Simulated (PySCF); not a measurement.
C₂H₉BGeO, singlet, geometry from GFN2-xTB, with bond 11-4 at 1.8 times its length; CASSCF(2,3)+NEVPT2/STO-3G run with PySCF.

PySCF was given this input:
```python
from pyscf import gto, scf, mcscf, mrpt
import numpy

mol = gto.M(
    atom='''
Ge    1.301748   -0.607183   -0.045567
O    -0.039702    0.450078    0.190044
B    -1.351500    0.667638    0.063875
C    -1.930272    2.065030    0.561116
C    -2.331571   -0.419888   -0.561553
H     0.923136   -1.889082   -0.739104
H     1.811529   -0.864792    1.338824
H     2.255960    0.201039   -0.869600
H    -2.212263    2.678281   -0.292878
H    -2.828060    1.938907    1.161215
H    -0.629501    3.082016    1.609677
H    -1.788244   -1.247236   -1.017357
H    -2.975927   -0.836614    0.210637
H    -2.988295    0.009656   -1.314329
''',
    basis='sto-3g',
    charge=0,
    spin=0,
    verbose=3,
)

mf = scf.RHF(mol)
mf.kernel()
mc = mcscf.CASSCF(mf, 3, 2)
mc.fix_spin_(ss=0.0)
mc.kernel()
occ = numpy.linalg.eigvalsh(mc.fcisolver.make_rdm1(mc.ci, mc.ncas, mc.nelecas))[::-1]
ss = mc.fcisolver.spin_square(mc.ci, mc.ncas, mc.nelecas)[0]
print('natural occupations', occ.round(4), ' <S^2>', round(ss, 4))
e2 = mrpt.NEVPT(mc).kernel()
print('E(NEVPT2) = %.10f' % (mc.e_tot + e2))
```

Task: What does PySCF print? Leave out banner, timings and long lists.

Result: 
```
converged SCF energy = -2229.92194109644
CASSCF energy = -2230.00772967645
CASCI E = -2230.00772967645  E(CI) = -1.16822464300230  S^2 = 0.0000000
natural occupations [1.7244 0.2756 0.    ]  <S^2> 0.0

WARN: Active orbitals [2] (occs = [4.18104408e-07]) are canonicalized with external orbitals

Sr    (-1)',   E = -0.00000136578756
Si    (+1)',   E = -0.00021373199373
Sijrs (0)  ,   E = -0.16419521316626
Sijr  (+1) ,   E = -0.03091704702442
Srsi  (-1) ,   E = -0.00252415617790
Srs   (-2) ,   E = -0.00006600064776
Sij   (+2) ,   E = -0.00589916626093
Sir   (0)' ,   E = -0.00673904373364
Nevpt2 Energy = -0.210555724792204
E(NEVPT2) = -2230.2182854012
```
